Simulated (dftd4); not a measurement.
O, charge +1, quartet; D4 for bp86 run with dftd4.

The dftd4 input:
```
$ dftd4 mol.xyz --func bp86 --charge 1 --json dftd4.json --noedisp

# file mol.xyz
1

O      0.00000000     0.00000000     0.00000000
```

Question: Write the output that dftd4 gives for this input, abridged.

Answer: 
```
                    ____  _____ _____     ____  _  _
      -------------|  _ \|  ___|_   _|---|  _ \| || |------------
     |             | | | | |_    | | ___ | | | | || |_           |
     |             | |_| |  _|   | ||___|| |_| |__   _|          |
     |             |____/|_|     |_|     |____/   |_|            |
     |             ===================================           |
     |            E. Caldeweyher, S. Ehlert & S. Grimme          |
     |          Mulliken Center for Theoretical Chemistry        |
     |                    University of Bonn                     |
      -----------------------------------------------------------

Rational (Becke-Johnson) damping: bp86-D4-ATM
---------------------
  s6         1.0000
  s8         3.3550
  s9         1.0000
  a1         0.4365
  a2         4.9241
 alp        16.0000
--------------------

Dispersion energy:       0.0000000000000E+00 Eh

[Info] JSON dump of results written to 'dftd4.json'
```
